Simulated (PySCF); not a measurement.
Several compounds and their computed core spectra got separated.

Computed, not measured: delta-SCF UKS SCAN, pcX-2 on the ionised atom, pcseg-1 elsewhere, spin-free X2C in PySCF 2.14.0. Geometries: PBE0-D3(BJ)/def2-SVP; isolated species, one conformer each.

Line lists (1s up to Mg, 2p3/2 beyond; areas count atoms within a level, one atom standing for each set equivalent by bonding):
1. C 1s: 290.77 eV; N 1s: 404.72 (area 1), 404.73 (area 1) eV; Si 2p3/2: 106.60 eV
2. C 1s: 290.69 (area 1), 290.95 (area 1), 290.97 (area 1), 292.23 (area 1), 293.01 (area 1) eV; F 1s: 692.52 eV; Cl 2p3/2: 205.86 eV
3. B 1s: 196.64 eV; N 1s: 405.22 eV; O 1s: 538.04 eV; Si 2p3/2: 107.64 eV

Structures:
A. `NBO[SiH3]`
B. `Cl[C@@H]1[C@H](F)[C@H](C)C1`
C. `NC[SiH2]N`

Question: Match each list to its structure.

Answer: 
- 1 = C: no other candidate has this set of levels. C 1s: 290.77 sp3 carbon bound to nitrogen; N 1s: 404.72 primary amine nitrogen, 404.73 silicon-bound nitrogen; Si 2p3/2: 106.60 SiH2 silicon.
- 2 = B: no other candidate has this set of levels. C 1s: 290.69 methyl carbon, 290.95 four-membered-ring carbon, 290.97 four-membered-ring carbon, 292.23 sp3 C–Cl carbon, 293.01 sp3 C–F carbon; F 1s: 692.52 alkyl fluorine; Cl 2p3/2: 205.86 alkyl chlorine.
- 3 = A: no other candidate has this set of levels. B 1s: 196.64 three-coordinate boron; N 1s: 405.22 boron-bound nitrogen; O 1s: 538.04 boron-bound oxygen; Si 2p3/2: 107.64 oxygen-bound silicon.

For 2p shells one spin-free hole was relaxed; a mean-field spin–orbit operator and the ground-state splitting of the three 2p orbitals were then diagonalised within the shell. The shell's mean is (2 × 2p3/2 + 2p1/2)/3, and the degeneracies 2j + 1 give areas of 2:1.
